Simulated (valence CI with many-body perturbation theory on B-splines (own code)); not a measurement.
Values are calculated unless marked as measured or tabulated.
Level structure of Dy⁴⁵⁺

Level of theory: valence CI with perturbative core correlation (CI+MBPT): three valence electrons over a frozen Dirac-Fock core [Ar], a basis of 9 s, 9 p, 10 d, 8 f, 5 g, 3 h, 1 i functions for each j, with the one-electron correlation potential Σ1 (screened to all orders), the two-electron term Σ2, the three-electron term Σ3, Breit, model QED; selected single and double excitations, second order for the rest (own B-spline code, finite nucleus).

No measured spectrum was set against this ion. As an estimate, large intervals hold to a few tenths of a per cent, small ones and those within an open d or f shell to about a per cent. Only levels of the ground parity were solved; by the run's estimate the other parity begins above the list, which can be wrong where configurations are misplaced.

Levels 1 to 19 of 19, with energies above the lowest level, (3d3/2^3) J=3/2. "Leading %" is the weight of the configuration and term that name the level; weights of strongly mixed levels are sums over their largest components and can fall short. In the jj column 3d3/2^4 stands for four electrons in 3d with j = 3/2.

| No. | Configuration | Term | J | E (cm⁻¹) | Leading % | Leading jj | Second component |
| --- | --- | --- | --- | --- | --- | --- | --- |
| 1 | 3d³ | ⁴F | 3/2 | 0 | 49 | 3d3/2^3 (97 %) | 37 % 3d³ ²D |
| 2 | 3d³ | ⁴F | 5/2 | 287590 | 84 | 3d3/2^2 3d5/2 (98 %) | 14 % 3d³ ²D |
| 3 | 3d³ | ⁴P | 3/2 | 334510 | 39 | 3d3/2^2 3d5/2 (98 %) | 30 % 3d³ ⁴F |
| 4 | 3d³ | ²G | 7/2 | 355450 | 47 | 3d3/2^2 3d5/2 (95 %) | 38 % 3d³ ⁴F |
| 5 | 3d³ | ²H | 9/2 | 360120 | 43 | 3d3/2^2 3d5/2 (98 %) | 43 % 3d³ ²G |
| 6 | 3d³ | ⁴P | 1/2 | 370350 | 59 | 3d3/2^2 3d5/2 (100 %) | 41 % 3d³ ²P |
| 7 | 3d³ | ⁴P | 5/2 | 520550 | 43 | 3d3/2^2 3d5/2 (90 %) | 36 % 3d³ ²D |
| 8 | 3d³ | ⁴F | 7/2 | 639240 | 60 | 3d3/2 3d5/2^2 (97 %) | 37 % 3d³ ²G |
| 9 | 3d³ | ⁴F | 9/2 | 668490 | 52 | 3d3/2 3d5/2^2 (96 %) | 42 % 3d³ ²H |
| 10 | 3d³ | ⁴P | 3/2 | 704460 | 41 | 3d3/2 3d5/2^2 (99 %) | 39 % 3d³ ²D |
| 11 | 3d³ | ²P | 1/2 | 724350 | 59 | 3d3/2 3d5/2^2 (100 %) | 41 % 3d³ ⁴P |
| 12 | 3d³ | ²H | 11/2 | 737160 | 100 | 3d3/2 3d5/2^2 (100 %) |  |
| 13 | 3d³ | ²D | 5/2 | 743870 | 49 | 3d3/2 3d5/2^2 (90 %) | 27 % 3d³ ⁴P |
| 14 | 3d³ | ²F | 5/2 | 792450 | 43 | 3d3/2 3d5/2^2 (96 %) | 39 % 3d³ ²D |
| 15 | 3d³ | ²F | 7/2 | 803760 | 82 | 3d3/2 3d5/2^2 (98 %) | 16 % 3d³ ²G |
| 16 | 3d³ | ²D | 3/2 | 928840 | 68 | 3d3/2 3d5/2^2 (88 %) | 25 % 3d³ ²P |
| 17 | 3d³ | ²G | 9/2 | 1016900 | 52 | 3d5/2^3 (98 %) | 33 % 3d³ ⁴F |
| 18 | 3d³ | ²D | 3/2 | 1121000 | 54 | 3d5/2^3 (88 %) | 33 % 3d³ ²P |
| 19 | 3d³ | ²D | 5/2 | 1189600 | 62 | 3d5/2^3 (94 %) | 23 % 3d³ ²F |

The ionisation energy to 3d² ³F2 of the next ion comes out as 3725.5 eV (NIST: 3725 ± 4 eV (theoretical)). All 19 levels together are meant to be complete up to 1237200 cm⁻¹.
